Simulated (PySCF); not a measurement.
C3H5FSi, SMILES C(=C[SiH3])=CF. Geometry optimised at B3LYP-D3(BJ)/def2-SVP. This is a generated structure with no PubChem entry under its InChIKey; it may be hypothetical.

Problem. Give the equilibrium geometry at B3LYP-D3(BJ)/def2-SVP (PySCF confirms it by a frequency run) as Cartesian coordinates in Å. (Estimate from the structure and the level; the computed values follow.)

Solution. 
```xyz
10

F      2.6798     0.1091    -0.6142
C      1.6336     0.8911    -0.2896
C      0.5711     0.4429     0.3359
C     -0.5267     0.0206     0.9154
Si    -2.0103    -0.6216    -0.0542
H      1.7646     1.9348    -0.5922
H     -0.5821     0.0354     2.0153
H     -3.2152     0.1972     0.2708
H     -2.2925    -2.0349     0.3324
H     -1.7169    -0.5387    -1.5102
```
Charge 0, spin multiplicity 1.
